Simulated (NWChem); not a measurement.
System: Si2H5O2Cl; SMILES O[Si@@H](Cl)O[SiH3]

Input file for NWChem:

```
start job
memory heap 200 mb stack 900 mb global 1100 mb
geometry units angstroms noautoz
  O      1.465900    -1.547764     0.627693
  Si     0.743136    -0.594701    -0.495931
  Cl    -1.224658    -1.179939    -0.781379
  O      0.703808     0.976275    -0.027280
  Si    -0.268036     2.316516     0.172018
  H      1.093291    -1.575824     1.514222
  H      1.498898    -0.767992    -1.747377
  H     -1.044932     2.584405    -1.072599
  H      0.619127     3.473380     0.472167
  H     -1.209323     2.100374     1.309308
end
basis spherical
  O library def2-svp
  Si library def2-svp
  Cl library def2-svp
  H library def2-svp
end
dft
  xc b3lyp
  grid coarse
  iterations 150
  mulliken
end
task dft gradient
```

Excerpt of the output:

```
             Northwest Computational Chemistry Package (NWChem) 7.3.0
             --------------------------------------------------------

 C1  symmetry detected

                             Geometry "geometry" -> ""
                             -------------------------

 Output coordinates in angstroms (scale by  1.889725989 to convert to a.u.)

  No.       Tag          Charge          X              Y              Z
 ---- ---------------- ---------- -------------- -------------- --------------
    1 O                    8.0000     1.63402029     1.54201163    -0.48931796
    2 Si                  14.0000     0.54102913     0.73182762     0.42840747
    3 Cl                  17.0000    -1.38807217     1.28881080    -0.08592240
    4 O                    8.0000     0.63899367    -0.88943448     0.20244684
    5 Si                  14.0000    -0.22567812    -2.27427091    -0.13669492
    6 H                    1.0000     1.60047276     1.43504254    -1.44482341
    7 H                    1.0000     0.80744933     1.10079205     1.82848196
    8 H                    1.0000    -1.39847386    -2.39116574     0.77724662
    9 H                    1.0000     0.68697438    -3.43310278     0.06244333
   10 H                    1.0000    -0.69822163    -2.24776070    -1.55167441

 Effective nuclear repulsion energy (a.u.)     371.9020147145

                                 NWChem DFT Module
                                 -----------------

 Summary of "ao basis" -> "ao basis" (spherical)
 ------------------------------------------------------------------------------
       Tag                 Description            Shells   Functions and Types
 ---------------- ------------------------------  ------  ---------------------
 O                          def2-svp                 6       14   3s2p1d
 Si                         def2-svp                 8       18   4s3p1d
 Cl                         def2-svp                 8       18   4s3p1d
 H                          def2-svp                 3        5   2s1p

            General Information
            -------------------
          SCF calculation type: DFT
          Wavefunction type:  closed shell.
          No. of atoms     :    10
          No. of electrons :    66
           Alpha electrons :    33
            Beta electrons :    33
          Charge           :     0
          Spin multiplicity:     1
          Use of symmetry is: off; symmetry adaption is: off
          Maximum number of iterations: 150
          AO basis - number of functions:   107
                     number of shells:    51
          Convergence on energy requested:  1.00D-06
          Convergence on density requested:  1.00D-05
          Convergence on gradient requested:  5.00D-04

              XC Information
              --------------
                         B3LYP Method XC Potential
                     Hartree-Fock (Exact) Exchange  0.200
                        Slater Exchange Functional  0.800 local
                    Becke 1988 Exchange Functional  0.720 non-local
              Lee-Yang-Parr Correlation Functional  0.810
                  VWN I RPA Correlation Functional  0.190 local

             Grid Information
             ----------------
          Grid used for XC integration:  coarse
          Radial quadrature: Mura-Knowles
          Angular quadrature: Lebedev.
          Tag              B.-S. Rad. Rad. Pts. Rad. Cut. Ang. Pts.
          ---              ---------- --------- --------- ---------
          O                   0.60       35          12.0       302
          Si                  1.10       70          11.0       302
          Cl                  1.00       70          12.0       302
          H                   0.35       35          12.0       302
          Grid pruning is: on
          Number of quadrature shells:   455
          Spatial weights used:  Erf1

      Superposition of Atomic Density Guess
      -------------------------------------

 Sum of atomic energies:       -1188.67931065

      Non-variational initial energy
      ------------------------------

 Total energy =   -1190.175108
 1-e energy   =   -2385.576000
 2-e energy   =     823.498878
 HOMO         =      -0.393932
 LUMO         =       0.041438

     ---------------------------------------------
      Total Density - Mulliken Population Analysis
     ---------------------------------------------

    Atom       Charge   Shell Charges
 -----------   ------   -------------------------------------------------------
    1 O    8     8.75   1.99  1.10  0.63  3.09  1.93  0.00
    2 Si  14    12.62   2.00  1.99  0.85  0.10  5.93  0.86  0.56  0.33
    3 Cl  17    17.42   2.00  1.99  1.22  0.72  5.94  2.16  3.37  0.01
    4 O    8     8.94   1.99  1.10  0.66  3.13  2.05  0.00
    5 Si  14    13.24   2.00  1.99  0.96  0.26  5.94  1.02  0.90  0.19
    6 H    1     0.65   0.52  0.07  0.06
    7 H    1     1.09   0.69  0.38  0.01
    8 H    1     1.09   0.70  0.38  0.01
    9 H    1     1.10   0.70  0.39  0.01
   10 H    1     1.10   0.70  0.38  0.01

   convergence    iter        energy       DeltaE   RMS-Dens  Diis-err
 ---------------- ----- ----------------- --------- --------- ---------
 d= 0,ls=0.0,diis     1  -1192.3227441395 -1.56D+03  1.30D-02  9.28D-01
 d= 0,ls=0.0,diis     2  -1192.2654653401  5.73D-02  7.13D-03  1.62D+00
 d= 0,ls=0.0,diis     3  -1192.4196021848 -1.54D-01  1.67D-03  4.57D-02
 d= 0,ls=0.0,diis     4  -1192.4231911188 -3.59D-03  6.98D-04  7.01D-03
 d= 0,ls=0.0,diis     5  -1192.4240622753 -8.71D-04  1.32D-04  5.01D-04
  Resetting Diis
 d= 0,ls=0.0,diis     6  -1192.4241054311 -4.32D-05  5.04D-05  5.87D-05
 d= 0,ls=0.0,diis     7  -1192.4241113547 -5.92D-06  2.02D-05  1.54D-06
 d= 0,ls=0.0,diis     8  -1192.4241112585  9.62D-08  1.05D-05  2.59D-06
 d= 0,ls=0.0,diis     9  -1192.4241115384 -2.80D-07  1.73D-06  7.98D-08

         Total DFT energy =    -1192.424111538450
      One electron energy =    -2388.846698007715
           Coulomb energy =      913.869558756564
    Exchange-Corr. energy =      -89.348987001819
 Nuclear repulsion energy =      371.902014714521

 Numeric. integr. density =       66.000058455905

                       DFT Final Molecular Orbital Analysis
                       ------------------------------------

 Vector   31  Occ=2.000000D+00  E=-3.235422D-01
              MO Center= -6.2D-01,  2.6D-01, -1.3D-01, r^2= 4.6D+00
   Bfn.  Coefficient  Atom+Function         Bfn.  Coefficient  Atom+Function
  ----- ------------  ---------------      ----- ------------  ---------------
    45      0.434923   3 Cl pz               42      0.321516   3 Cl pz
    56     -0.224565   4 O  pz               43     -0.196880   3 Cl px
    39      0.187342   3 Cl pz               59     -0.178981   4 O  pz
   103     -0.155271  10 H  s                44      0.153750   3 Cl py
    40     -0.140001   3 Cl px                4     -0.134331   1 O  px

 Vector   32  Occ=2.000000D+00  E=-3.212258D-01
              MO Center= -2.8D-01, -3.0D-01, -1.8D-02, r^2= 5.2D+00
   Bfn.  Coefficient  Atom+Function         Bfn.  Coefficient  Atom+Function
  ----- ------------  ---------------      ----- ------------  ---------------
    45      0.348948   3 Cl pz               56      0.313251   4 O  pz
    42      0.263902   3 Cl pz               59      0.233342   4 O  pz
   103      0.229268  10 H  s                88     -0.178710   7 H  s
    89     -0.169768   7 H  s               104      0.166368  10 H  s
    39      0.152971   3 Cl pz               74     -0.137649   5 Si pz

 Vector   33  Occ=2.000000D+00  E=-3.155198D-01
              MO Center= -4.6D-01,  5.9D-01, -5.0D-02, r^2= 4.2D+00
   Bfn.  Coefficient  Atom+Function         Bfn.  Coefficient  Atom+Function
  ----- ------------  ---------------      ----- ------------  ---------------
    44      0.468515   3 Cl py               41      0.347825   3 Cl py
    54     -0.259060   4 O  px               57     -0.207237   4 O  px
    38      0.201909   3 Cl py                5     -0.189100   1 O  py
     4      0.179116   1 O  px               43      0.155608   3 Cl px
     8     -0.145414   1 O  py                7      0.134505   1 O  px

 Vector   34  Occ=0.000000D+00  E= 1.107891D-02
              MO Center=  4.2D-02, -1.6D+00, -2.2D-01, r^2= 5.6D+00
   Bfn.  Coefficient  Atom+Function         Bfn.  Coefficient  Atom+Function
  ----- ------------  ---------------      ----- ------------  ---------------
    76      0.815452   5 Si py               53     -0.700292   4 O  s
    75      0.549816   5 Si px               84      0.346826   6 H  s
    18      0.344319   2 Si s                 3     -0.289428   1 O  s
    94      0.266992   8 H  s               104      0.266011  10 H  s
    89     -0.222729   7 H  s                77      0.201323   5 Si pz

 Vector   35  Occ=0.000000D+00  E= 3.861494D-02
              MO Center=  9.6D-01,  8.4D-01, -7.4D-01, r^2= 5.6D+00
   Bfn.  Coefficient  Atom+Function         Bfn.  Coefficient  Atom+Function
  ----- ------------  ---------------      ----- ------------  ---------------
    84     -0.884336   6 H  s                 3      0.876512   1 O  s
    26     -0.430600   2 Si py               94      0.383686   8 H  s
    68     -0.375029   5 Si s                25     -0.330966   2 Si px
    75      0.330699   5 Si px               53     -0.231991   4 O  s
    76      0.224534   5 Si py               27      0.210331   2 Si pz

 Vector   36  Occ=0.000000D+00  E= 5.604969D-02
              MO Center= -8.8D-02, -7.6D-02,  4.0D-01, r^2= 5.9D+00
   Bfn.  Coefficient  Atom+Function         Bfn.  Coefficient  Atom+Function
  ----- ------------  ---------------      ----- ------------  ---------------
    25      0.764698   2 Si px               75     -0.651503   5 Si px
    99      0.639569   9 H  s                94     -0.626359   8 H  s
    76      0.603612   5 Si py               18     -0.594158   2 Si s
    89      0.547417   7 H  s                17     -0.513703   2 Si s
    36      0.487982   3 Cl s                43      0.475182   3 Cl px

     ---------------------------------------------
      Total Density - Mulliken Population Analysis
     ---------------------------------------------

    Atom       Charge   Shell Charges
 -----------   ------   -------------------------------------------------------
    1 O    8     8.37   1.99  1.07  0.62  2.91  1.76  0.01
    2 Si  14    13.17   2.00  1.98  0.98 -0.03  5.93  1.17  0.65  0.50
    3 Cl  17    17.28   2.00  1.98  1.27  0.69  5.93  2.17  3.22  0.02
    4 O    8     8.55   1.99  1.06  0.67  2.93  1.89  0.00
    5 Si  14    13.38   2.00  1.98  1.03  0.14  5.93  1.24  0.79  0.27
    6 H    1     0.81   0.67  0.06  0.07
    7 H    1     1.11   0.75  0.35  0.01
    8 H    1     1.11   0.75  0.35  0.01
    9 H    1     1.11   0.75  0.35  0.01
   10 H    1     1.11   0.75  0.35  0.01

     -------------------------------------------
      Total Density - Lowdin Population Analysis
     -------------------------------------------

    Atom       Charge   Shell Charges
 -----------   ------   -------------------------------------------------------
    1 O    8     8.20   1.97  0.87  0.59  2.73  2.02  0.01
    2 Si  14    13.55   2.00  1.92  0.61  0.29  5.81  1.19  0.94  0.78
    3 Cl  17    17.09   2.00  1.96  1.05  0.80  5.82  2.28  3.16  0.02
    4 O    8     8.35   1.97  0.89  0.60  2.78  2.10  0.01
    5 Si  14    13.49   2.00  1.93  0.65  0.34  5.81  1.25  1.08  0.43
    6 H    1     0.91   0.55  0.17  0.18
    7 H    1     1.10   0.66  0.42  0.02
    8 H    1     1.11   0.65  0.43  0.02
    9 H    1     1.11   0.66  0.43  0.02
   10 H    1     1.11   0.66  0.43  0.02

     Multipole analysis of the density
     ---------------------------------

     L   x y z        total         alpha         beta         nuclear
     -   - - -        -----         -----         ----         -------
     0   0 0 0     -0.000000    -33.000000    -33.000000     66.000000

     1   1 0 0      0.109998      0.054999      0.054999     -0.000000
     1   0 1 0     -0.350575     -0.175287     -0.175287     -0.000000
     1   0 0 1     -0.389672     -0.194836     -0.194836      0.000000

     2   2 0 0    -40.551438   -142.265067   -142.265067    243.978697
     2   1 1 0      0.727796     -6.184669     -6.184669     13.097134
     2   1 0 1     -1.524299      0.048195      0.048195     -1.620689
     2   0 2 0    -38.799275   -303.882082   -303.882082    568.964888
     2   0 1 1     -0.843137     -1.736780     -1.736780      2.630422
     2   0 0 2    -35.571424    -42.151912    -42.151912     48.732400

            General Information
            -------------------
          SCF calculation type: DFT
          Wavefunction type:  closed shell.
          No. of atoms     :    10
          No. of electrons :    66
           Alpha electrons :    33
            Beta electrons :    33
          Charge           :     0
          Spin multiplicity:     1
          Use of symmetry is: off; symmetry adaption is: off
          Maximum number of iterations: 150
          AO basis - number of functions:   107
                     number of shells:    51
          Convergence on energy requested:  1.00D-06
          Convergence on density requested:  1.00D-05
          Convergence on gradient requested:  5.00D-04

              XC Information
              --------------
                         B3LYP Method XC Potential
                     Hartree-Fock (Exact) Exchange  0.200
                        Slater Exchange Functional  0.800 local
                    Becke 1988 Exchange Functional  0.720 non-local
              Lee-Yang-Parr Correlation Functional  0.810
                  VWN I RPA Correlation Functional  0.190 local

             Grid Information
             ----------------
          Grid used for XC integration:  coarse
          Radial quadrature: Mura-Knowles
          Angular quadrature: Lebedev.
          Tag              B.-S. Rad. Rad. Pts. Rad. Cut. Ang. Pts.
          ---              ---------- --------- --------- ---------
          O                   0.60       35          12.0       302
          Si                  1.10       70          11.0       302
          Cl                  1.00       70          12.0       302
          H                   0.35       35          12.0       302
          Grid pruning is: on
          Number of quadrature shells:   455
          Spatial weights used:  Erf1

          Convergence Information
          -----------------------
          Convergence aids based upon iterative change in
          total energy or number of iterations.
          Levelshifting, if invoked, occurs when the
          HOMO/LUMO gap drops below (HL_TOL):  1.00D-02
          DIIS, if invoked, will attempt to extrapolate
          using up to (NFOCK): 10 stored Fock matrices.

[...]

                         DFT ENERGY GRADIENTS

    atom               coordinates                        gradient
                 x          y          z           x          y          z
   1 O       3.087851   2.913979  -0.924677   -0.002266  -0.001638  -0.001117
   2 Si      1.022397   1.382954   0.809573   -0.001485  -0.000883  -0.003689
   3 Cl     -2.623076   2.435499  -0.162370    0.004354  -0.001595   0.000915
   4 O       1.207523  -1.680787   0.382569   -0.000991   0.001286  -0.000128
   5 Si     -0.426470  -4.297749  -0.258316    0.000966   0.002665   0.000495
   6 H       3.024455   2.711837  -2.730320   -0.000322   0.000003   0.003095
   7 H       1.525858   2.080195   3.455330   -0.000140   0.000163   0.000456
   8 H      -2.642732  -4.518648   1.468783   -0.000421   0.000133   0.000406
   9 H       1.298193  -6.487624   0.118001    0.000452  -0.000307   0.000127
  10 H      -1.319448  -4.247652  -2.932239   -0.000147   0.000174  -0.000560
```

Level: B3LYP/def2-SVP. Structure relaxed at the PBE0/def2-SVP level.
